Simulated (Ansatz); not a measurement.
`F[SiH]1CS1` + HI → `I[SiH]1CS1` + H–F at 400 K and 1 bar (ligand exchange at the Si–F bond).

Isolated molecules relaxed with PBE0-D4/def2-TZVP in Ansatz; ΔE leaves out vibrations. CCSD(T)/CBS is the MP2 limit (def2-TZVPP, def2-QZVPP) plus CCSD(T) − MP2 in def2-TZVPP, frozen cores. This one scheme is used for every species. Elements past krypton have def2 core potentials. For I outer-core shells are correlated without core-valence functions, which leaves a few kJ/mol of doubt a bond.

```csv
species,CCSD(T)/CBS energy (Eh),H − E (kJ/mol),S (J/(mol·K))
`F[SiH]1CS1`,-826.56648,128.6,322.6
HI,-298.03592,25.7,215.0
`I[SiH]1CS1`,-1024.19180,125.6,356.9
H–F,-100.39570,36.5,182.2
```

H − E and S are ideal-gas, rigid-rotor, harmonic terms from PBE0-D4/def2-TZVP, for one conformer and one mirror image of each species. 1 Eh = 2625.50 kJ/mol, R = 8.31446 J/(mol·K).

By hand: ΔE, ΔH, ΔS and ΔG.

ΔE = (-1024.19180) + (-100.39570) − (-826.56648) − (-298.03592) = 0.01490 Eh = 39.1 kJ/mol. Δ(H − E) = 125.6 + 36.5 − 128.6 − 25.7 = 7.8, so ΔH = 46.9 kJ/mol. ΔS = 356.9 + 182.2 − 322.6 − 215.0 = 1.5 J/(mol·K). ΔG = 46.9 − 400 × (1.5)/1000 = 46.3 kJ/mol.

By hand: the equilibrium constant, and the temperature at which ΔG would vanish if ΔH and ΔS stayed fixed.

log₁₀ K = −ΔG/(RT ln 10) = -6.0. ΔG = 0 at ΔH/ΔS = 31267 K, far beyond where these terms or the molecules hold.

The number of gas molecules stays the same, so ΔS is small and ΔH decides. A doubt of 5 kJ/mol in ΔE shifts log₁₀ K by 0.7 here. Other conformers and mirror images would add mixing entropy, several J/(mol·K) or more a flexible species. These are equilibria of isolated gas molecules and say nothing of rates. Largest T1 diagnostic: 0.012 (customary marks: 0.02 for closed shells, 0.045 for open ones).
